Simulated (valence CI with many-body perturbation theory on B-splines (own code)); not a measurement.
E1 line list for Pr⁴⁴⁺

Level of theory: valence CI with perturbative core correlation (CI+MBPT): five valence electrons over a frozen Dirac-Fock core [Ne], a basis of 11 s, 11 p, 10 d, 8 f, 5 g, 2 h functions for each j, with the one-electron correlation potential Σ1 (screened to all orders), the two-electron term Σ2, the three-electron term Σ3, Breit, model QED; selected single and double excitations, second order for the rest, scaled by the run's own slope (own B-spline code, finite nucleus).

No measured spectrum was set against this ion. As an estimate, large intervals hold to a few tenths of a per cent, small ones and those within an open d or f shell to about a per cent. Among the levels kept, up to 3100 cm⁻¹ of a level comes from second order outside the variational space, and about a tenth of that is noise between levels of different J, which matters for small intervals.

Lines 201 to 250 of 566 in falling wavelength, among levels below 5523.3 × 10³ cm⁻¹, chosen from the strongest by gf and those to the six lowest levels. Wavelengths and rates use the calculated energies. Electric multipoles are in the length gauge, E1 and E2 with the static RPA response of the core. Weak lines are less certain than strong ones. Lines between different terms over intervals too small for the method are left out, as are lines whose strength nearly cancels. The highest levels of a list are the least certain.

Levels are named by their leading jj configuration (3d3/2^4 stands for four electrons in 3d with j = 3/2), which in mixed levels can hold well under half, so a name can repeat and another be missing. Letters in brackets count levels of one name in rising energy.

```csv
λ vac (nm),Upper,Lower,A (s⁻¹),log gf,Branch %
5.422,(3s^2 3p3/2^2 3d5/2) J=5/2 [b],(3s^2 3p3/2^3) J=3/2,4.28e+11,0.05,98.4
5.408,(3s 3p1/2^2 3p3/2 3d3/2) J=5/2 [a],(3s^2 3p1/2^2 3d3/2) J=3/2,6.41e+08,-2.77,3.4
5.390,(3s 3p1/2 3p3/2^2 3d5/2) J=3/2 [d],(3s 3p1/2 3p3/2^3) J=5/2,1.20e+11,-0.68,15.0
5.369,(3s 3p1/2^2 3p3/2 3d3/2) J=3/2 [a],(3s^2 3p1/2^2 3d3/2) J=3/2,5.19e+09,-2.05,17.2
5.368,(3s^2 3p3/2 3d3/2 3d5/2) J=3/2 [c],(3s^2 3p3/2^2 3d3/2) J=1/2,2.82e+11,-0.31,22.1
5.368,(3s^2 3p3/2 3d3/2 3d5/2) J=1/2 [b],(3s^2 3p3/2^2 3d5/2) J=1/2,1.30e+11,-0.95,16.2
5.365,(3p1/2^2 3p3/2^2 3d3/2) J=7/2,(3s 3p1/2^2 3p3/2 3d5/2) J=7/2 [a],1.91e+10,-1.18,4.0
5.361,(3s^2 3p3/2 3d3/2 3d5/2) J=3/2 [c],(3s^2 3p3/2^2 3d3/2) J=3/2 [a],4.35e+10,-1.12,3.4
5.358,(3s^2 3p1/2 3p3/2 3d5/2) J=3/2 [b],(3s^2 3p1/2 3p3/2^2) J=3/2,1.10e+10,-1.72,7.5
5.354,(3s 3p1/2 3p3/2^2 3d3/2) J=5/2 [b],(3s^2 3p1/2 3p3/2 3d3/2) J=5/2 [b],1.94e+10,-1.30,2.5
5.351,(3s 3p1/2 3p3/2^2 3d3/2) J=7/2 [b],(3s^2 3p1/2 3p3/2 3d3/2) J=5/2 [b],5.07e+10,-0.76,9.3
5.349,(3s 3p1/2^2 3d3/2 3d5/2) J=7/2 [b],(3s 3p1/2^2 3p3/2 3d3/2) J=5/2 [a],1.44e+10,-1.31,11.1
5.341,(3s 3p1/2 3p3/2^2 3d3/2) J=5/2 [a],(3s^2 3p1/2 3p3/2 3d3/2) J=3/2 [a],9.88e+10,-0.60,45.2
5.340,(3s 3p1/2 3p3/2^2 3d3/2) J=3/2 [c],(3s^2 3p1/2 3p3/2 3d3/2) J=1/2 [b],6.55e+10,-0.95,8.0
5.334,(3p1/2^2 3p3/2^2 3d3/2) J=5/2,(3s 3p1/2^2 3p3/2 3d5/2) J=5/2 [a],2.70e+10,-1.16,8.5
5.324,(3s 3p1/2 3p3/2^2 3d3/2) J=7/2 [a],(3s^2 3p1/2 3p3/2 3d3/2) J=7/2,1.51e+10,-1.29,11.5
5.324,(3s 3p1/2 3p3/2^2 3d5/2) J=11/2,(3s^2 3p1/2 3p3/2 3d5/2) J=9/2,6.33e+10,-0.49,85.6
5.316,(3s^2 3p1/2 3p3/2 3d5/2) J=1/2,(3s^2 3p1/2 3p3/2^2) J=3/2,7.42e+10,-1.20,35.0
5.306,(3s 3p1/2^2 3d5/2^2) J=1/2,(3s 3p1/2^2 3p3/2 3d5/2) J=3/2 [a],8.41e+10,-1.15,35.9
5.306,(3s 3p1/2 3p3/2^2 3d3/2) J=5/2 [a],(3s^2 3p1/2 3p3/2 3d3/2) J=5/2 [a],6.82e+10,-0.76,31.2
5.301,(3s^2 3p3/2 3d3/2 3d5/2) J=5/2 [d],(3s^2 3p3/2^2 3d3/2) J=3/2 [a],9.19e+10,-0.63,11.1
5.291,(3s^2 3p3/2 3d3/2 3d5/2) J=5/2 [d],(3s^2 3p3/2^2 3d3/2) J=7/2,6.04e+10,-0.82,7.3
5.287,(3s 3p1/2^2 3p3/2 3d5/2) J=5/2 [b],(3s 3p1/2^2 3p3/2^2) J=5/2,3.77e+10,-1.02,11.8
5.280,(3s 3p1/2 3p3/2^2 3d5/2) J=5/2 [e],(3s 3p1/2 3p3/2^3) J=3/2 [a],1.11e+11,-0.56,19.6
5.275,(3s 3p1/2 3p3/2^2 3d3/2) J=3/2 [d],(3s^2 3p1/2 3p3/2 3d3/2) J=1/2 [b],3.55e+10,-1.23,4.5
5.264,(3s 3p1/2^2 3p3/2 3d5/2) J=5/2 [a],(3s^2 3p1/2^2 3d5/2) J=5/2,5.90e+10,-0.83,52.0
5.261,(3s^2 3p1/2 3d5/2^2) J=1/2,(3s^2 3p1/2 3p3/2 3d5/2) J=1/2,6.94e+10,-1.24,9.6
5.255,(3s 3p1/2^2 3p3/2^2) J=5/2,(3s^2 3p1/2^2 3p3/2) J=3/2,9.61e+10,-0.62,89.0
5.251,(3s 3p1/2^2 3p3/2 3d5/2) J=3/2 [b],(3s 3p1/2^2 3p3/2^2) J=5/2,3.83e+10,-1.20,12.9
5.237,(3s^2 3p1/2 3d5/2^2) J=9/2,(3s^2 3p1/2 3p3/2 3d3/2) J=7/2,3.80e+10,-0.81,50.9
5.229,(3s^2 3p3/2 3d5/2^2) J=3/2,(3s^2 3p3/2^2 3d5/2) J=1/2,5.88e+10,-1.02,12.9
5.219,(3s^2 3p1/2 3d5/2^2) J=1/2,(3s^2 3p1/2 3p3/2 3d5/2) J=3/2 [b],2.00e+11,-0.79,27.7
5.210,(3s 3p1/2 3p3/2^2 3d3/2) J=1/2 [a],(3s^2 3p1/2 3p3/2 3d3/2) J=1/2 [a],3.02e+11,-0.61,84.2
5.203,(3s 3p1/2 3p3/2^2 3d3/2) J=3/2 [a],(3s^2 3p1/2 3p3/2 3d3/2) J=1/2 [a],8.20e+10,-0.88,15.8
5.194,(3s 3p1/2 3p3/2^2 3d3/2) J=3/2 [a],(3s^2 3p1/2 3p3/2 3d3/2) J=3/2 [a],1.37e+11,-0.65,26.5
5.187,(3s 3p1/2 3p3/2^2 3d3/2) J=7/2 [c],(3s^2 3p1/2 3p3/2 3d5/2) J=5/2 [a],2.09e+10,-1.17,2.6
5.172,(3s 3p1/2 3p3/2^2 3d5/2) J=3/2 [b],(3s^2 3p1/2 3p3/2 3d5/2) J=3/2 [b],5.97e+10,-1.02,10.7
5.167,(3s 3p1/2 3p3/2^3) J=3/2 [a],(3s^2 3p1/2 3p3/2^2) J=5/2,2.22e+10,-1.45,7.2
5.163,(3s 3p1/2 3p3/2^2 3d5/2) J=9/2 [b],(3s^2 3p1/2 3p3/2 3d5/2) J=9/2,1.13e+11,-0.35,50.1
5.161,(3s^2 3p1/2 3d5/2^2) J=7/2,(3s^2 3p1/2 3p3/2 3d3/2) J=5/2 [b],5.16e+10,-0.78,12.7
5.151,(3s 3p1/2 3p3/2 3d3/2^2) J=1/2,(3s 3p1/2^2 3p3/2 3d3/2) J=1/2 [b],8.86e+10,-1.15,38.6
5.149,(3s 3p1/2 3p3/2^2 3d5/2) J=3/2 [d],(3s 3p1/2 3p3/2^3) J=3/2 [a],4.78e+10,-1.12,6.0
5.144,(3s 3p1/2 3p3/2^2 3d5/2) J=7/2 [b],(3s^2 3p1/2 3p3/2 3d5/2) J=5/2 [b],2.03e+11,-0.19,48.3
5.135,(3s^2 3p3/2 3d3/2 3d5/2) J=1/2 [b],(3s^2 3p3/2^2 3d3/2) J=3/2 [a],1.33e+11,-0.98,16.6
5.126,(3s 3p1/2 3p3/2^2 3d3/2) J=7/2 [a],(3s^2 3p1/2 3p3/2 3d3/2) J=5/2 [a],9.15e+10,-0.54,69.4
5.124,(3s^2 3p3/2 3d5/2^2) J=7/2 [b],(3s^2 3p3/2^2 3d5/2) J=7/2,1.35e+11,-0.37,21.4
5.114,(3s 3p1/2^2 3p3/2 3d5/2) J=3/2 [a],(3s^2 3p1/2^2 3d5/2) J=5/2,3.19e+10,-1.30,35.8
5.109,(3s^2 3p1/2 3d5/2^2) J=7/2,(3s^2 3p1/2 3p3/2 3d5/2) J=7/2 [a],1.86e+11,-0.23,45.7
5.102,(3p1/2^2 3p3/2^2 3d3/2) J=3/2,(3s 3p1/2^2 3p3/2 3d3/2) J=3/2 [b],8.00e+10,-0.90,40.5
5.094,(3s 3p3/2^3 3d3/2) J=1/2,(3s^2 3p3/2^2 3d3/2) J=1/2,2.42e+11,-0.73,21.6
```
